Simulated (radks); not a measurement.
The numbers below are computed, except where a source is named.
Species: P2+. Configuration: [He] 2s2 2p(up 3, down 2) 3s2 3p2 (not the ground configuration).

Level of theory: non-relativistic Kohn-Sham, TPSS, spin-polarised, spherical densities, point nucleus; open shells are filled with parallel spins first; meta-GGA in the generalised Kohn-Sham scheme (a radial shooting solver on a logarithmic mesh with Libxc functionals).

Energy parts (hartree):
total: -335.33102
kinetic: 334.92449
electron-nucleus: -780.89168
Hartree: 132.30107
exchange-correlation: -21.66490

Orbitals (lengths in bohr, moments of r in powers of bohr):
orbital  occ.  eigenvalue (hartree)    <r^2>
1s up       1             -78.79568  0.01450
1s down     1             -78.70809  0.01447
2s up       1              -8.11507   0.3045
2s down     1              -7.96583   0.3070
2p up       3              -6.35981   0.2692
2p down     2              -6.19043   0.2728
3s up       1              -1.44750    3.032
3s down     1              -1.32295    3.148
3p up       2              -1.05806    3.694
3p down     0              -0.94365    3.963

The highest occupied level is 3p up at -28.791 eV. Spin moment in Bohr magnetons: 3. Summed over all electrons, <r^2> = 15.56 bohr^2, which gives a Langevin (diamagnetic) susceptibility term of -12.3 x 10^-6 cm^3/mol. The electron density at the nucleus is 2203 e/bohr^3. The spin density at the nucleus is 0.358 e/bohr^3 (1s -0.971, 2s 1.116, 3s 0.213), a Fermi contact field of 18.8 T. Virial ratio -V/T = 2.00121. The density falls to 0.001 e/bohr^3 at r = 3.42 bohr.
